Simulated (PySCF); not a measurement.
# Badger's rule along the second period: bonds to H

r²SCAN in PySCF with def2-SVPD on every atom, for the lowest determinant that a PBE0 search found; no spin–orbit coupling. Badger's rule says that Re = d + c·k^(−1/3) for bonds between atoms of fixed rows.

| molecule | state (unpaired electrons) | Re (Å) | k (mdyn/Å) |
| --- | --- | --- | --- |
| HF | singlet (closed shell) | 0.924 | 9.42 |
| BH | singlet (closed shell) | 1.250 | ? |
| BeH | doublet (σ ↑) | 1.354 | ? |
| LiH | singlet (closed shell) | 1.607 | 1.03 |

**Question.** Fix c and d from HF and LiH.

**Answer.** c = (1.607 − 0.924)/(1.03^(−1/3) − 9.42^(−1/3)) = 1.322, d = 0.924 − c·9.42^(−1/3) = 0.298 Å.

**Question.** Predict k of the others and set the computed values beside them.

**Answer.** 

```
molecule  k by the rule  k computed  difference (%)
      BH           2.68        2.95              -9
     BeH           1.96        2.23             -12
```

The rule misses by 10 % on average; it knows nothing of spin state or of how ionic a bond is, and both change along this series.

States were picked by a PBE0 search and need not be the measured ground states.
